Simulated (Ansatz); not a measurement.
Relaxation of H6OW (8 atoms, charge 0, multiplicity 1), to a largest force component of 0.03 eV/Å in at most 50 steps.

These are results of RKS B3LYP/def2-SVP in Ansatz 0.2.0, not measurements.

```xyz
8
Properties=species:S:1:pos:R:3:forces:R:3
W -0.568 -0.186 -0.122 0.20 0.06 0.01
H 2.122 -0.104 1.004 -0.37 -1.07 1.28
H 2.242 0.351 0.455 0.21 1.05 -1.33
H -0.424 0.907 1.160 -0.01 -0.02 -0.01
O -2.346 0.177 -0.426 0.00 -0.01 0.04
H -3.067 -0.013 0.198 -0.01 0.00 -0.02
H -0.081 -1.379 1.001 0.00 0.00 0.00
H 0.524 0.121 -1.425 -0.02 -0.01 0.02
```

**Question.** Where does it end, and by what steps?

**Answer.** The run converged. After 16 steps the energy has fallen by 1.586 eV; H2 moved furthest, 1.33 Å. Parted: H2–H3 (0.72 → 1.90 Å). Joined: W1–H2 (2.92 → 1.69 Å), W1–H3 (2.92 → 1.69 Å).

| step | energy less start (eV) | largest force component (eV/Å) | accepted |
| --- | --- | --- | --- |
| 0 | 0.0000 | 1.329 | yes |
| 1 | -0.1073 | 0.328 | yes |
| 2 | -0.2372 | 0.726 | yes |
| 3 | -0.4431 | 1.149 | yes |
| 4 | -0.5888 | 1.556 | yes |
| 5 | -0.7796 | 0.743 | yes |
| 6 | -0.9147 | 0.567 | yes |
| 7 | -0.9890 | 1.440 | yes |
| 8 | -1.0755 | 1.317 | yes |
| 9 | -1.3284 | 1.152 | yes |
| 10 | -1.5292 | 0.576 | yes |
| 11 | -1.5634 | 0.783 | yes |
| 12 | -1.5772 | 0.686 | yes |
| 13 | -1.5853 | 0.083 | yes |
| 14 | -1.5847 | 0.198 | no |
| 15 | -1.5860 | 0.093 | yes |
| 16 | -1.5863 | 0.024 | yes |

```xyz
8
Properties=species:S:1:pos:R:3
W -0.045 -0.290 0.029
H 0.880 -0.300 1.445
H 1.149 0.906 0.005
H -0.199 0.994 1.076
O -1.903 -0.089 -0.151
H -2.528 0.529 0.251
H 0.324 -1.836 0.666
H 0.725 -0.040 -1.478
```

Whether the end is a true minimum wasn't checked by a vibrational analysis.

The run took 21 s on 1 thread of AMD EPYC 9R45 96-Core Processor (Zen 5) (shared host), peak memory 0.15 GiB.
